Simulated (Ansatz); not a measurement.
Frontier orbitals of C$_{4}$H$_{12}$S$_{4}$Zr, SMILES `C[S][Zr]([S]C)([S]C)[S]C`.

Charge 0, multiplicity 1. Correlated methods include outer-core shells of Zr, which these sets cover unevenly. Zr takes the def2 core potential. The geometry is a stationary point of PBE0-D4/def2-TZVP. It is one conformer, not always the lowest. Basis def2-TZVPP, Ansatz.

Orbital energies of one run (eV). Highest occupied ones, from the top: -6.04, -6.23, -6.25, -6.54, -6.94, -6.95, -7.03, -7.18, -9.39, -9.52, -9.66, -9.72, -10.84, -10.90. Empty: -2.82, -2.49, -1.60, -1.56, -1.18, 0.07.

(1) Which functional gave them?
A. PBE0
B. r2SCAN
C. ωB97X-V
D. r2SCANh

## Answers

(1) B. HOMO energies: r2SCAN -6.04, r2SCANh -6.46, ωB97X-V -9.21, PBE0 -6.93 eV.
